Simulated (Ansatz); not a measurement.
Steps of a relaxation of CH₂AlClS (`[Cl][Al]1[CH2][S]1`) with RKS PBE-D4/def2-SVP.

```sh
$ ansatz run in.yaml --threads 2 --pin off --events-out ev --progress --plain --max-ram 4352MiB
```

```yaml
crystal:
  periodic: [false, false, false]
  atoms:
    - {symbol: Cl, position_ang: [-1.337500, -2.643400, 0.994700]}
    - {symbol: Al, position_ang: [-0.349700, -1.047400, -0.197000]}
    - {symbol: C, position_ang: [0.456800, 0.694100, 0.001500]}
    - {symbol: S, position_ang: [-0.418000, 0.880100, -1.499400]}
    - {symbol: H, position_ang: [1.583100, 0.723900, -0.196700]}
    - {symbol: H, position_ang: [0.107500, 1.328600, 0.850800]}
basis:
  gaussian: {orbitals: def2-SVP}
hamiltonian: {xc: pbe, dispersion: d4}
relax: {f_tol: 0.03, max_steps: 200}
```

Positions (Å) and forces (eV/Å) along the path, 6 of 6 steps:

```xyz
6
step=1 energy=-31000.3129 eV
Cl   -1.337   -2.643    0.995    0.750    1.014   -1.157
Al   -0.350   -1.047   -0.197   -1.085    0.704    0.112
C     0.457    0.694    0.002    2.985   -0.572    2.592
S    -0.418    0.880   -1.499   -2.184   -1.523   -2.134
H     1.583    0.724   -0.197   -0.900    0.282    0.771
H     0.107    1.329    0.851    0.434    0.095   -0.183
6
step=2 energy=-31001.0372 eV
Cl   -1.331   -2.643    0.865    0.308    0.331   -0.478
Al   -0.407   -1.002   -0.135   -0.431    0.502    0.174
C     0.501    0.698    0.030    1.343   -0.292    1.611
S    -0.519    0.711   -1.488   -0.937   -0.617   -1.019
H     1.604    0.755   -0.145   -0.337    0.120    0.007
H     0.195    1.417    0.827    0.055   -0.043   -0.295
6
step=3 energy=-31001.2404 eV
Cl   -1.349   -2.706    0.725    0.099    0.000   -0.039
Al   -0.472   -0.952   -0.015    0.033   -0.044    0.395
C     0.553    0.685    0.095    0.178    0.279    0.693
S    -0.569    0.581   -1.455   -0.291    0.292   -0.754
H     1.625    0.796   -0.165   -0.059   -0.153   -0.037
H     0.254    1.533    0.768    0.039   -0.373   -0.258
6
step=4 energy=-31001.2776 eV
Cl   -1.294   -2.733    0.711    0.053    0.054   -0.012
Al   -0.521   -0.909    0.023   -0.007    0.170   -0.135
C     0.547    0.690    0.108    0.040    0.059    0.177
S    -0.583    0.601   -1.497    0.032   -0.124    0.110
H     1.628    0.733   -0.140   -0.114   -0.062   -0.054
H     0.266    1.553    0.748   -0.003   -0.098   -0.086
6
step=5 energy=-31001.2824 eV
Cl   -1.272   -2.730    0.707    0.001   -0.011    0.015
Al   -0.540   -0.894    0.023    0.023    0.050   -0.049
C     0.544    0.688    0.119   -0.003   -0.004    0.025
S    -0.578    0.601   -1.497    0.007   -0.017    0.018
H     1.620    0.712   -0.141   -0.028   -0.024   -0.010
H     0.268    1.559    0.742    0.000    0.007    0.001
6
step=6 energy=-31001.2828 eV
Cl   -1.261   -2.728    0.715   -0.001    0.003   -0.007
Al   -0.543   -0.892    0.012   -0.007   -0.010    0.009
C     0.540    0.686    0.123    0.010    0.015    0.004
S    -0.576    0.609   -1.500   -0.005   -0.009   -0.009
H     1.614    0.699   -0.138    0.001    0.001   -0.002
H     0.269    1.561    0.743    0.003   -0.001    0.005
```

It took 8 s on 2 threads of an Arm Neoverse V2 on a shared host, with 0.14 GiB of host memory at the peak.
